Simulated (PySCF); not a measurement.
# Energy of As⁻ (arsenic, charge -1) between two integer charges

The 4p beta orbital of [Ar] 3d10 4s2 4p4 is emptied in steps (occupation f), with all orbitals relaxed, ending at [Ar] 3d10 4s2 4p3. Computed with PySCF 2.14 in aug-cc-pVDZ-PP with ECP10MDF (5s4p3d, 32 functions), with a scalar-relativistic core potential. The exact energy is a straight line in f; departures are measured from the line between the end points of the same method.

```csv
f,LDA (eV),PBE (eV),PBE0 (eV),r2SCAN (eV),LC-wPBE (eV),BHandHLYP (eV),HSE06 (eV),BLYP (eV)
1,0.000,0.000,0.000,0.000,0.000,0.000,0.000,0.000
0.8,-0.440,-0.421,-0.289,-0.391,0.064,-0.177,-0.352,-0.438
0.6,-0.677,-0.645,-0.440,-0.588,0.090,-0.276,-0.537,-0.673
0.4,-0.692,-0.656,-0.445,-0.582,0.086,-0.286,-0.544,-0.688
0.2,-0.471,-0.443,-0.299,-0.376,0.056,-0.197,-0.366,-0.468
0,0.000,0.000,0.000,0.000,0.000,0.000,0.000,0.000
```

```csv
method,E(f=0) − E(f=1) (eV),−ε at f=1 (eV),−ε at f=0.4 (eV)
LDA,1.011,-1.670,1.513
PBE,0.796,-1.779,1.293
PBE0,0.708,-1.062,1.057
r2SCAN,0.752,-1.664,1.289
LC-wPBE,0.655,1.096,0.566
BHandHLYP,0.691,-0.369,0.881
HSE06,0.758,-1.405,1.179
BLYP,0.857,-1.812,1.355
```

Orbital energy along the path (eV):

| f | LDA | PBE | PBE0 | r2SCAN | LC-wPBE | BHandHLYP | HSE06 | BLYP |
| --- | --- | --- | --- | --- | --- | --- | --- | --- |
| 1 | 1.670 | 1.779 | 1.062 | 1.664 | -1.096 | 0.369 | 1.405 | 1.812 |
| 0.8 | 0.695 | 0.828 | 0.400 | 0.727 | -0.871 | 0.010 | 0.595 | 0.837 |
| 0.6 | -0.366 | -0.199 | -0.310 | -0.267 | -0.704 | -0.411 | -0.269 | -0.217 |
| 0.4 | -1.513 | -1.293 | -1.057 | -1.289 | -0.566 | -0.881 | -1.179 | -1.355 |
| 0.2 | -2.733 | -2.433 | -1.824 | -2.255 | -0.438 | -1.397 | -2.121 | -2.569 |
| 0 | -4.008 | -3.579 | -2.572 | -2.924 | -0.313 | -1.958 | -3.035 | -3.830 |

At f = 1 the orbital energy is positive for LDA, PBE, PBE0, r2SCAN, BHandHLYP, HSE06, BLYP: only the finite basis holds the electron.

Reference removal energy between the ground levels: 0.804 eV (measured; photodetachment measurements, as compiled on the Wikipedia data page of electron affinities). The calculation has no spin-orbit coupling.
